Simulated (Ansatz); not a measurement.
Isomers of CH$_{8}$Si$_{2}$Te, relaxed with PBE0-D4/def2-TZVP in Ansatz; electronic energies, one conformer each and not always the lowest. Functionals use def2-TZVPP; CBS adds triple-zeta CCSD(T) − MP2 to the MP2 limit of def2-TZVPP and def2-QZVPP.

Elements past krypton have def2 core potentials. Outer-core shells of Te are correlated without core-valence functions. Spin–orbit coupling is left out.

(1) Order them by energy at frozen-core CCSD(T)/CBS, lowest first. (An estimate is asked.)
A. `C[Te][SiH2][SiH3]`
B. `[SiH3][SiH2]C[TeH]`
C. `[SiH3]C([SiH3])[TeH]`
D. `C[SiH2][Te][SiH3]`
E. `[SiH3]C[SiH2][TeH]`

(2) How do PBE0-D4, r2SCAN-D4, B2PLYP, HF/CBS(def2) place them (kcal/mol, against `C[SiH2][Te][SiH3]`)? (An estimate is asked.)

Answers

(1) D (0.0 kcal/mol), E (14.7 kcal/mol), A (22.8 kcal/mol), C (35.9 kcal/mol), B (37.6 kcal/mol).

(2) The calculation gave: 
```tsv
isomer	PBE0-D4	r2SCAN-D4	B2PLYP	HF/CBS(def2)
`[SiH3][SiH2]C[TeH]`	38.2	38.6	38.3	41.0
`C[Te][SiH2][SiH3]`	22.5	23.1	23.0	25.0
`[SiH3]C([SiH3])[TeH]`	39.2	38.8	37.2	38.9
`[SiH3]C[SiH2][TeH]`	15.4	15.1	14.9	15.0
```
